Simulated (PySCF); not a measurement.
## Computed properties of C₃H₆O, SMILES C(=C)(C)O

C3H6O, SMILES C=C(C)O. Coordinates come from a PBE0-D3(BJ)/def2-SVP optimisation. One conformer was computed; it need not be the lowest. All values are computed for the isolated molecule unless a solvent is named; none is compared with measurement here.

**Structure.** The optimised structure has Cs symmetry. All 24 harmonic modes at PBE0-D3(BJ)/def2-SVP (PySCF) are real, so it is a minimum. With heavy atoms numbered as in [CH2:1]=[C:2]([CH3:3])[OH:4], the shortest bond between them is C1–C2 at 1.341 Å and the longest C2–C3 at 1.491 Å.

**Vibrations.** The strongest infrared lines (harmonic, unscaled, degenerate partners summed) lie at 1758 cm⁻¹ (169 km/mol, C 89 %, H 9 %), 1214 cm⁻¹ (156 km/mol, H 69 %, O 16 %, C 15 %), 464 cm⁻¹ (107 km/mol, H 89 %, C 8 %). The softest mode is at 183 cm⁻¹ and the zero-point energy is 53.4 kcal/mol.

**Electronic structure.** PBE0/def2-TZVP (PySCF) places the frontier levels at -6.55 and 0.88 eV, a gap of 7.43 eV, and gives a dipole moment of 0.50 D and a mean polarisability of 42.0 bohr³. PBE/def2-TZVP (PySCF) at the same geometry gives -5.35 and -0.13 eV, so its gap is 2.21 eV narrower. An orbital gap is neither the optical nor the fundamental gap.

**Excitations.** TDA-CAM-B3LYP/def2-SVPD (PySCF) has S1 at 5.86 eV (212 nm, f = 0.004, weak); the most intense of the 10 singlets computed lies at 7.14 eV (f = 0.41). T1 (TDA) is at 4.27 eV, 1.59 eV under S1. TDA-PBE/def2-SVPD (PySCF) puts S1 at 5.23 eV. No vertical singlet excitation falls in the visible range (under 3.1 eV).

**NMR.** GIAO shifts at PBE0/pcSseg-1 (PySCF) (non-relativistic, atoms alike by connectivity averaged): ¹³C from 23.2 to 167.2 ppm against TMS; ¹H from 2.0 to 4.2 ppm against TMS.

**Solvation.** SMD-M06-2X/def2-SVP (PySCF) gives -3.1 kcal/mol in water, -4.1 kcal/mol in chloroform, -3.8 kcal/mol in diethylether (1 M in both phases, gas-phase geometry); of these solvents chloroform holds the molecule best.
